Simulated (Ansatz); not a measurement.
Consider the cleavage of the B–Ga bond: `[SiH3][BH][GaH2]` + `CN[SiH3]` → `CN([SiH3])B[SiH3]` + `[GaH3]`.

Computed with Ansatz on PBE0-D4/def2-TZVP structures; ΔE is electronic, products minus reactants. CCSD(T)/CBS adds triple-zeta CCSD(T) − MP2 to the extrapolated MP2 energy (def2 sets, frozen cores). DFT in def2-TZVPP. B3LYP here is the variant with VWN-RPA as its local correlation; programs differ in this. For Ga outer-core shells are correlated without core-valence functions, which leaves a few kJ/mol of doubt a bond. Scalar relativity is left out up to krypton. One conformer a species, not always the lowest.

`[SiH3][BH][GaH2]`:

Z-matrix (Å, degrees):
```
Si
B 1 2.007
H 1 1.490 2 113.1
H 1 1.489 2 114.7 3 124.7
H 1 1.495 2 104.9 3 -117.6
Ga 2 2.057 1 124.5 3 -141.3
H 2 1.200 1 115.3 3 41.4
H 6 1.575 2 121.3 1 92.5
H 6 1.574 2 122.4 1 -85.7
```

`CN[SiH3]`:

Cartesian coordinates in Å:
```
C 0.378 0.068 1.344
N -0.552 0.250 0.250
Si -0.201 -0.215 -1.363
H -0.151 -0.003 2.298
H 0.920 -0.872 1.209
H 1.125 0.869 1.428
H -1.191 1.017 0.387
H 0.172 -1.656 -1.372
H 0.927 0.523 -2.010
H -1.427 0.020 -2.170
```

`CN([SiH3])B[SiH3]`:

```xyz
15

C    -1.386   -1.204    1.074
N    -0.401   -0.382    0.375
Si    1.094   -0.128    1.253
B    -0.662    0.146   -0.893
Si    0.622    1.299   -1.959
H    -1.678   -0.744    2.023
H    -0.983   -2.198    1.293
H    -2.275   -1.318    0.454
H     1.998    0.720    0.445
H     0.791    0.525    2.554
H     1.726   -1.445    1.532
H    -1.734   -0.114   -1.375
H     0.975    2.566   -1.253
H     0.009    1.677   -3.263
H     1.906    0.599   -2.261
```

`[GaH3]`:

Cartesian coordinates in Å:
```
Ga 0.000 0.000 -0.001
H 1.493 0.195 0.440
H -0.996 1.210 0.049
H -0.497 -1.405 -0.488
```

| level | ΔE (eV) |
| --- | --- |
| B3LYP | -1.41 |
| MP2/CBS(def2) | -1.54 |

(1) What does CCSD(T)/CBS give? (Estimate.)

Largest T1 diagnostic among the species: 0.015.

## Answers

(1) Computed: -1.47 eV. The listed levels differ from it by 0.06, -0.07 eV.

In def2-TZVPP, CCSD(T) changes the Hartree–Fock value by −0.14 eV (the triples alone add −0.05 eV) and MP2 by −0.21 eV. The D4 term adds −0.10 eV with B3LYP and −0.06 eV with PBE0; it sums over pairs of atoms, weighted by their polarisabilities, and B3LYP, whose exchange is more repulsive, gets the larger term.
